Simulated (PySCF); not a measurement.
# Correlation energy of Sb⁻ (antimony, charge -1)

Starting occupation: [Kr] 4d10 5s2 5p4, 5p1/2 with m_j = -1/2, +1/2, 5p3/2 with m_j = +1/2, +3/2. Calculation: PySCF 2.14, in x2c-TZVPPall-2c with one added diffuse shell each of s, p, d, f type (9s10p6d3f, 90 functions); X2C-1e with screened-nucleus spin-orbit coupling, Gaussian nucleus. Frozen: [Kr]; 16 electrons correlated; the 14 highest virtual spinors left out.

MP2 pair energies summed by pair of shells (mhartree):

```csv
pair,energy,share (%)
4d-4d,-161.60,46.9
4d-5p,-51.00,14.8
4d-5s,-45.00,13.1
5p-5s,-39.27,11.4
5p-5p,-39.23,11.4
5s-5s,-8.42,2.4
```

Total MP2 correlation energy: -344.52 mhartree.

The virtual space was cut to 110 spinors, which keep -343.33 of the -344.52 mhartree of MP2 correlation.

| level | correlation energy (mhartree) |
| --- | --- |
| CCSD | -336.63 |
| (T) | -9.18 |
| CCSD(T) | -345.81 |

Diagnostics: T1 = 0.011, largest double amplitude 0.050.

Cost of the coupled-cluster step: 1000 s of wall time on 4 threads of Neoverse-V1 (shared host), for 16 occupied and 110 virtual spinors.

The GHF reference relaxed away from the jj start to a determinant that is no pure jj level (⟨S²⟩ = 1.95, ⟨J²⟩ = 6.05); the energies belong to that determinant.

This basis was not built for core-valence correlation, so the inner-shell part is incomplete.
